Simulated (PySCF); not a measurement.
# A series of derivatives of silylphosphane

Parent skeleton `[SiH3:1][PH2:2]`; one hydrogen on atom 1 is replaced by X. Hydrogens on one atom are averaged.

- shielding tensors at PBE0/pcSseg-1 (GIAO)
- geometry from PBE0-D3(BJ)/def2-SVP
- run in PySCF 2.14
- non-relativistic, one averaged value for each set of equivalent atoms, no solvent model, single conformer

Referencing at the same level of theory: 29Si (σref 351.99) and 1H (σref 31.27) vs TMS; H3PO4 for 31P (σref 310.13).

Parent (X = H): Si1 -76.0, P2 -298.9, H(Si1) 4.09, H(P2) 1.62 ppm. Effects are Δδ = δ(X) − δ(H), positive for deshielding.

Four derivatives gave (Δδ, ppm):
```
compound    Si1     P2  H(Si1)  H(P2)
       1  +41.9   +0.8   +0.23  -0.10
       2  +61.1  +16.6   +1.21  -0.12
       3  +10.6  +11.0   +0.38  +0.26
       4  +55.6  +38.9   +0.96  +0.34
```

Q: Their substituents are CONH2, N=CH2, SSiH3, cBu. Which is which?

A: 1: X = cBu (P[SiH2]C1CCC1); 2: X = N=CH2 (C=N[SiH2]P); 3: X = CONH2 (NC(=O)[SiH2]P); 4: X = SSiH3 ([SiH3]S[SiH2]P).

Experimental scales use liquid or dissolved standards, which lie at an offset from isolated H3PO4.
